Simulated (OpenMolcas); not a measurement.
Mo3+: effect of the metal basis

Mo3+ with 6 ligands (ammonia) in octahedral coordination (S6) at 2.06 Å.

```yaml
Program: OpenMolcas 26.06
Method: "SS-CASPT2, IPEA 0.25 Eh, imaginary shift 0.1 Eh (closed shells correlated: 4s 4p and the ligand valence shells)"
Spin-orbit_coupling: RASSI with atomic mean-field integrals over the reference wave functions
```

Fixed: ligand basis ANO-RCC-VDZP, active space 3 electrons in 5 orbitals (4d), DKH2 Hamiltonian.

Energies in cm-1 above the lowest state or level, χT in cm3 K/mol.

```csv
Run,Metal basis,Ground state,First state of that spin,First gap with spin-orbit (degeneracies),χT at 300 K,First state of another spin,Cost
A,ANO-RCC-VDZP,2S+1 = 4,45970,"0 (2, 2)",1.831,2S+1 = 2: 11340,roughly 7 core-minutes
B,ANO-RCC-VTZP,2S+1 = 4,46050,"0 (2, 2)",1.830,2S+1 = 2: 10400,roughly 13 core-minutes
```

Costs are those of the CASPT2 steps.

Roots that are degenerate in the reference are averaged as groups; the widest CASPT2 spread within a group is 250 cm-1 (the 2-fold group of multiplicity 2 near 102000 cm-1 above the lowest state of its run, A). Shifts and gaps below about the spread of the groups concerned are not significant. Over all roots computed the reference weight is 0.68 to 0.70 in A, 0.68 to 0.69 in B; a low but even weight reflects the number of correlated electrons. The least metal-like active orbital is 74 % on the metal (Löwdin) and no ligand orbital is active, so the numbers are rough. Ligand-to-metal charge-transfer states are missing. With no ligand orbital active B as a rule stays too high, so bands that hang on it stand too high and its fall with covalency is understated. With one d shell and no ligand orbital active, 10Dq can be off by a tenth or more. No measured value stands beside these numbers; the geometry is a model, was not optimised and need not be the one that this ion takes.

A state without a sure symmetry label is named by its multiplicity alone.
